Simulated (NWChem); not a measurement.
System: CH2F2OSi; SMILES O=C[SiH](F)F

Output (shortened):

```
             Northwest Computational Chemistry Package (NWChem) 7.3.0
             --------------------------------------------------------

                             Geometry "geometry" -> ""
                             -------------------------

 Output coordinates in angstroms (scale by  1.889725989 to convert to a.u.)

  No.       Tag          Charge          X              Y              Z
 ---- ---------------- ---------- -------------- -------------- --------------
    1 O                    8.0000     0.22527300    -2.29026500     0.00000000
    2 C                    6.0000    -0.48443400    -1.29994400     0.00000000
    3 Si                  14.0000     0.32633500     0.45363500     0.00000000
    4 F                    9.0000    -0.19046400     1.27163900     1.31180600
    5 F                    9.0000    -0.19046400     1.27163900    -1.31180600
    6 H                    1.0000    -1.61802600    -1.39338400     0.00000000
    7 H                    1.0000     1.81469100     0.37463400     0.00000000

 Effective nuclear repulsion energy (a.u.)     225.0601406003

                                 NWChem DFT Module
                                 -----------------

 Summary of "ao basis" -> "ao basis" (spherical)
 ------------------------------------------------------------------------------
       Tag                 Description            Shells   Functions and Types
 ---------------- ------------------------------  ------  ---------------------
 O                          def2-svp                 6       14   3s2p1d
 C                          def2-svp                 6       14   3s2p1d
 Si                         def2-svp                 8       18   4s3p1d
 F                          def2-svp                 6       14   3s2p1d
 H                          def2-svp                 3        5   2s1p

 in cosmo_initialize ...
 calling solv_data for solv:chcl3

 solvent parameters
 solvname_short: chcl3
 solvname_long:  chloroform
 dielec:        4.7113
 dielecinf:     2.0906
 nonaqueous SMD model solvent descriptors
 dielec:        4.7113
 sola:          0.1500
 solb:          0.0200
 solc:          0.0000
 solg:         38.3900
 solh:          0.7500
 soln:          1.4459

          ---------------
          -cosmo- solvent
          ---------------
 Cosmo: York-Karplus, doi: 10.1021/jp992097l
 dielectric constant -eps-     =   4.71
 screen = (eps-1)/(eps    )    =   0.78774
 surface charge correction     = lagrangian

   van der Waals surface
 --------------------------

 ---------- ATOMIC COORDINATES (A.U.) ------------ VDWR(ANG.) --
     1    0.42570424   -4.32797329    0.00000000     2.024
     2   -0.91544752   -2.45653796    0.00000000     1.850
     3    0.61668373    0.85724585    0.00000000     2.470
     4   -0.35992477    2.40304927    2.47895389     1.730
     5   -0.35992477    2.40304927   -2.47895389     1.730
     6   -3.05762578   -2.63311396    0.00000000     1.200
     7    3.42926874    0.70795561    0.00000000     1.200
 number of segments per atom =        128
 number of   points per atom =        128
 atom (   nspa,  nppa )
 ----------------------
    1 (     90,     0 )       0
    2 (     26,     0 )       0
    3 (     66,     0 )       0
    4 (     66,     0 )       0
    5 (     66,     0 )       0
    6 (     58,     0 )       0
    7 (     34,     0 )       0
 number of -cosmo- surface points =      406
 molecular surface =    120.735 angstrom**2
 molecular volume  =    104.976 angstrom**3
 -lineq- algorithm             =   0
 -bem- low  level              =   3
 -bem- from -octahedral-
 gaussian surface charge width =   4.50000
 degree of switching           =   1.00000
 switching function tolerance  =   0.00010
 atomic radii =
 --------------
    1  8.000  2.024
    2  6.000  1.850
    3 14.000  2.470
    4  9.000  1.730
    5  9.000  1.730
    6  1.000  1.200
    7  1.000  1.200
 ...... end of -cosmo- initialization ......

 nat:                     7
 ixmem:                  2814
 calling mnsol_interface()
 G(SMD-CDS) energy (kcal/mol)  =     1.065
 SMD-CDS SASA (angstrom**2)    =   130.337

[...]

                                COSMO-SMD solvation results
                                ---------------------------

             internal energy in gas <Psi(g)|H|Psi(g)> =      -603.024376529058
         internal energy in solvent <Psi(s)|H|Psi(s)> =      -603.023785598335
                               delta internal energy  =         0.000590930723 (    0.37 kcal/mol)
   total free energy in solvent <Psi(s)|H+V/2|Psi(s)> =      -603.030440846136
 polarization energy contribution <Psi(s)|V/2|Psi(s)> =        -0.006655247801 (   -4.18 kcal/mol)
    total free energy in solvent including G(SMD-CDS) =      -603.028742901163
                       G(SMD-CDS) energy contribution =         0.001697944973 (    1.07 kcal/mol)
     1 M fixed-concentration free energy of solvation =        -0.004366372105 (   -2.74 kcal/mol)

                       DFT Final Molecular Orbital Analysis
                       ------------------------------------

 Vector   22  Occ=2.000000D+00  E=-4.235802D-01
              MO Center= -3.5D-02, -1.6D+00, -1.3D-09, r^2= 2.2D+00
   Bfn.  Coefficient  Atom+Function         Bfn.  Coefficient  Atom+Function
  ----- ------------  ---------------      ----- ------------  ---------------
     6      0.477133  1 O  pz                20      0.337180  2 C  pz
     9      0.311116  1 O  pz                23      0.186838  2 C  pz
    51     -0.152228  4 F  py                65      0.152228  5 F  py
    54      0.109927  4 F  py                68     -0.109927  5 F  py
    52      0.072811  4 F  pz                66      0.072811  5 F  pz

 Vector   23  Occ=2.000000D+00  E=-3.929821D-01
              MO Center=  8.4D-01,  2.4D-01,  3.4D-09, r^2= 2.9D+00
   Bfn.  Coefficient  Atom+Function         Bfn.  Coefficient  Atom+Function
  ----- ------------  ---------------      ----- ------------  ---------------
    80      0.359258  7 H  s                 50      0.251944  4 F  px
    64      0.251944  5 F  px                81      0.227619  7 H  s
    36      0.213558  3 Si px                 4     -0.204115  1 O  px
    31      0.191681  3 Si s                 53     -0.175883  4 F  px
    67     -0.175883  5 F  px                19     -0.150070  2 C  py

 Vector   24  Occ=2.000000D+00  E=-2.716796D-01
              MO Center= -1.0D-01, -1.5D+00,  2.5D-10, r^2= 2.3D+00
   Bfn.  Coefficient  Atom+Function         Bfn.  Coefficient  Atom+Function
  ----- ------------  ---------------      ----- ------------  ---------------
     4      0.406712  1 O  px                 5      0.319821  1 O  py
     7      0.313366  1 O  px                75      0.264443  6 H  s
     8      0.258702  1 O  py                31     -0.237988  3 Si s
    76      0.191404  6 H  s                 37      0.180859  3 Si py
    17     -0.174218  2 C  s                 18     -0.159958  2 C  px

 Vector   25  Occ=0.000000D+00  E=-7.201815D-02
              MO Center= -1.5D-01, -1.3D+00, -2.0D-09, r^2= 2.2D+00
   Bfn.  Coefficient  Atom+Function         Bfn.  Coefficient  Atom+Function
  ----- ------------  ---------------      ----- ------------  ---------------
    23     -0.441070  2 C  pz                20     -0.431519  2 C  pz
     9      0.413227  1 O  pz                 6      0.411096  1 O  pz
    41     -0.276274  3 Si pz                38     -0.135317  3 Si pz
    43      0.104617  3 Si d -1              49      0.101267  4 F  s
    63     -0.101267  5 F  s                 51      0.096834  4 F  py

 Vector   26  Occ=0.000000D+00  E= 4.341799D-02
              MO Center=  2.3D-01,  5.8D-01, -5.9D-09, r^2= 3.4D+00
   Bfn.  Coefficient  Atom+Function         Bfn.  Coefficient  Atom+Function
  ----- ------------  ---------------      ----- ------------  ---------------
    40      0.930213  3 Si py                22      0.438971  2 C  py
     3      0.384959  1 O  s                 49     -0.297658  4 F  s
    63     -0.297658  5 F  s                 37      0.259370  3 Si py
    39     -0.244988  3 Si px                17      0.214154  2 C  s
    76     -0.211720  6 H  s                 21     -0.190588  2 C  px

 Vector   27  Occ=0.000000D+00  E= 7.028499D-02
              MO Center= -1.8D-01, -2.8D-01, -1.7D-07, r^2= 5.1D+00
   Bfn.  Coefficient  Atom+Function         Bfn.  Coefficient  Atom+Function
  ----- ------------  ---------------      ----- ------------  ---------------
    32      1.488803  3 Si s                 17     -1.244707  2 C  s
    76      1.025904  6 H  s                 81     -0.928920  7 H  s
    31      0.416266  3 Si s                 22     -0.402678  2 C  py
    21      0.322741  2 C  px                40     -0.311059  3 Si py
    16     -0.283081  2 C  s                 30      0.275167  3 Si s

     Multipole analysis of the density
     ---------------------------------

     L   x y z        total         alpha         beta         nuclear
     -   - - -        -----         -----         ----         -------
     0   0 0 0     -0.000000    -24.000000    -24.000000     48.000000

     1   1 0 0     -0.170360     -0.304939     -0.304939      0.439518
     1   0 1 0      0.100379     -1.933889     -1.933889      3.968156
     1   0 0 1      0.000000      0.000000      0.000000      0.000000

     2   2 0 0    -23.176591    -29.209809    -29.209809     35.243026
     2   1 1 0      2.630912      0.782990      0.782990      1.064933
     2   1 0 1      0.000000      0.000000      0.000000      0.000000
     2   0 2 0    -31.127904   -169.426250   -169.426250    307.724595
     2   0 1 1      0.000000      0.000000      0.000000      0.000000
     2   0 0 2    -26.773096    -68.693459    -68.693459    110.613823
```

Level: PBE0/def2-SVP, SMD on the gas-phase geometry. Geometry: optimised at PBE-D3(BJ)/def2-SVP. Solvent: chloroform.

Which NWChem input produces such a log?

Several could match; the one computed here: the input that was run:
```
start job
memory heap 200 mb stack 900 mb global 1100 mb
geometry units angstroms noautosym nocenter noautoz
  O      0.225273    -2.290265     0.000000
  C     -0.484434    -1.299944     0.000000
  Si     0.326335     0.453635     0.000000
  F     -0.190464     1.271639     1.311806
  F     -0.190464     1.271639    -1.311806
  H     -1.618026    -1.393384     0.000000
  H      1.814691     0.374634     0.000000
end
basis spherical
  * library def2-svp
end
dft
  xc pbe0
  iterations 150
end
cosmo
  do_cosmo_smd true
  solvent chcl3
end
task dft energy
```
